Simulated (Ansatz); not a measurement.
Ansatz (a program for electronic structure) input (B3LYP-D3(BJ)/def2-TZVP):

Ansatz 0.2 input:
```yaml
crystal:
  periodic: [false, false, false]
  atoms:
    - {symbol: La, position_ang: [-0.23464393, -0.71527915, -0.29264847]}
    - {symbol: F, position_ang: [1.74948632, -0.47177272, -0.11254643]}
    - {symbol: F, position_ang: [-0.94239005, -0.33947806, 1.54778829]}
    - {symbol: Cl, position_ang: [-0.65314354, 1.55942673, -1.15254856]}
basis:
  gaussian:
    orbitals: def2-TZVP
hamiltonian:
  xc: b3lyp
  dispersion: d3bj
relax: {f_tol: 0.002, max_steps: 150}
```

End of the output:

```
these checks for a lower state are left out or cut short: starts, cluster_reference, orbital_swaps, neighbouring_geometries, increment
integrals: 0.06 GiB planned
922 factors; their error is unknown
mean field: 0.46 GiB planned
mean field -18826.42818280 eV, -691.8584747067 hartree, gradient 1.7e-5 eV, S^2 0.000000; 0 other end points of the search recorded, 0 dependent functions left out
the calculation of the forces begins
reference -18826.42847220 eV, -691.8584853416 hartree; 23, 23 occupied and 116, 116 virtual orbitals, 922 factors
relax step   5: F+E_penalty+E_count = -18826.56264796 eV  Δ(F+E_penalty+E_count) = -1.858e-2 eV  max|allowed force component| = 6.665e-2 eV/Å  Δτ_max = 0.1557 Å  (33 SCF iters, accepted)
these checks for a lower state are left out or cut short: starts, cluster_reference, orbital_swaps, neighbouring_geometries, increment
integrals: 0.06 GiB planned
922 factors; their error is unknown
mean field: 0.46 GiB planned
mean field -18826.42875565 eV, -691.8584957584 hartree, gradient 2.1e-5 eV, S^2 0.000000; 0 other end points of the search recorded, 0 dependent functions left out
the calculation of the forces begins
reference -18826.42904492 eV, -691.8585063889 hartree; 23, 23 occupied and 116, 116 virtual orbitals, 922 factors
relax step   6: F+E_penalty+E_count = -18826.56303536 eV  Δ(F+E_penalty+E_count) = -3.874e-4 eV  max|allowed force component| = 8.965e-3 eV/Å  Δτ_max = 0.0199 Å  (28 SCF iters, accepted)
these checks for a lower state are left out or cut short: starts, cluster_reference, orbital_swaps, neighbouring_geometries, increment
integrals: 0.06 GiB planned
922 factors; their error is unknown
mean field: 0.46 GiB planned
mean field -18826.42872776 eV, -691.8584947333 hartree, gradient 2.0e-5 eV, S^2 0.000000; 0 other end points of the search recorded, 0 dependent functions left out
the calculation of the forces begins
reference -18826.42901705 eV, -691.8585053646 hartree; 23, 23 occupied and 116, 116 virtual orbitals, 922 factors
relax step   7: F+E_penalty+E_count = -18826.56303587 eV  Δ(F+E_penalty+E_count) = -5.134e-7 eV  max|allowed force component| = 2.049e-3 eV/Å  Δτ_max = 0.0025 Å  (24 SCF iters, accepted)
these checks for a lower state are left out or cut short: starts, cluster_reference, orbital_swaps, neighbouring_geometries, increment
integrals: 0.06 GiB planned
922 factors; their error is unknown
mean field: 0.46 GiB planned
mean field evaluation 64: about -18826.3704 eV, gradient 1.3e-1 eV
mean field -18826.42875020 eV, -691.8584955582 hartree, gradient 1.4e-5 eV, S^2 0.000000; 0 other end points of the search recorded, 0 dependent functions left out
the calculation of the forces begins
reference -18826.42903948 eV, -691.8585061888 hartree; 23, 23 occupied and 116, 116 virtual orbitals, 922 factors
relax step   8: F+E_penalty+E_count = -18826.56304094 eV  Δ(F+E_penalty+E_count) = -5.065e-6 eV  max|allowed force component| = 8.735e-4 eV/Å  Δτ_max = 0.0017 Å  (23 SCF iters, accepted)
integrals: 0.06 GiB planned
922 factors; their error is unknown
mean field: 0.46 GiB planned
mean field -18826.42875020 eV, -691.8584955582 hartree, gradient 1.5e-5 eV, S^2 0.000000; 1 other end points of the search recorded, 0 dependent functions left out
the calculation of the forces begins
reference -18826.42903948 eV, -691.8585061888 hartree; 23, 23 occupied and 116, 116 virtual orbitals, 922 factors
Total energy: -18826.56333021 eV, -691.8634412823 hartree
Atom 0 at    -0.102725    -0.315662    -0.110521 Å, force    -0.000188    -0.000350    -0.000275 eV/Å
Atom 1 at     1.992898    -0.789290    -0.126081 Å, force     0.000874    -0.000154    -0.000084 eV/Å
Atom 2 at    -1.085664    -0.637930     1.772609 Å, force    -0.000475    -0.000088     0.000748 eV/Å
Atom 3 at    -0.885200     1.775779    -1.545962 Å, force    -0.000211     0.000593    -0.000389 eV/Å
Dipole moment:    -0.200848    -0.711427    -0.268945 e Å
```
